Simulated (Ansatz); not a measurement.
Cost and result for the atomization energy of C2H6ClNSi, SMILES `C/C=N\[SiH2]Cl` (11 atoms, 10 bonds).

| atom | x (Å) | y (Å) | z (Å) |
| --- | --- | --- | --- |
| C1 | 0.703 | -1.375 | -0.570 |
| C2 | 0.431 | -0.004 | -1.091 |
| N3 | -0.133 | 0.954 | -0.507 |
| Si4 | -0.856 | 1.355 | 0.977 |
| Cl5 | -0.933 | -0.100 | 2.460 |
| H6 | 1.779 | -1.572 | -0.615 |
| H7 | 0.229 | -2.112 | -1.226 |
| H8 | 0.348 | -1.510 | 0.450 |
| H9 | 0.778 | 0.164 | -2.122 |
| H10 | -0.087 | 2.479 | 1.550 |
| H11 | -2.260 | 1.721 | 0.694 |

Charge 0, multiplicity 1. The geometry is a stationary point of PBE0-D4/def2-TZVP. It is one conformer, not always the lowest. Program: Ansatz. All runs use 4 threads of an Arm Neoverse V2 on a shared host. Times are those of one run each, without the atoms' runs, and a repeat can differ threefold. Electronic energies, without spin–orbit coupling; frozen cores. CCSD(T)/CBS adds CCSD(T) − MP2 in def2-TZVPP to the MP2 limit, and its time is that of the two runs behind it. T1 = 0.012. B3LYP takes the VWN-RPA correlation (the form of Gaussian; ORCA's B3LYP/G).

CCSD(T)/CBS is a level of theory with its own doubt, some kJ/mol a heavy atom from the limit and from the frozen cores, so smaller differences don't rank the functionals.

```tsv
level	functions	wall time	atomization (kcal/mol)	difference from CCSD(T)/CBS	per bond
PBE-D4/def2-TZVPP (with forces)	261	2.8 s	996.0	20.2	2.0
PBE0-D4/def2-TZVPP	261	3.1 s	979.4	3.6	0.4
B2PLYP/def2-TZVPP	261	5 s	966.7	-9.1	-0.9
r2SCAN-D4/def2-TZVPP (with forces)	261	5.5 s	978.0	2.2	0.2
B3LYP-D4/def2-TZVPP (with forces)	261	5.5 s	978.7	2.9	0.3
ωB97X-V/def2-TZVPP	261	8 s	981.0	5.2	0.5
ωB97M-V/def2-TZVPP (with forces)	261	10 s	981.0	5.2	0.5
MP2/def2-QZVPP	491	20 s	979.0	3.2	0.3
CCSD(T)/def2-TZVPP	261	2.1 min	948.2	-27.6	-2.8
CCSD(T)/CBS(def2)	–	2.4 min	975.8	0.0	0.0
```

From PBE to PBE0 (25 % exact exchange), in def2-TZVPP and without D4, the atomization energy moves by −15.8 kcal/mol: exact exchange takes away binding that semilocal exchange gives to molecules. The D4 term adds +9.6 kcal/mol with B3LYP and +5.1 kcal/mol with PBE0; it sums over pairs of atoms, weighted by their polarisabilities, and B3LYP, whose exchange is more repulsive, gets the larger term. In def2-TZVPP, CCSD(T) changes the Hartree–Fock value by +236.6 kcal/mol (the triples alone add +15.1 kcal/mol) and MP2 by +251.0 kcal/mol; breaking electron pairs costs correlation energy, which Hartree–Fock lacks.
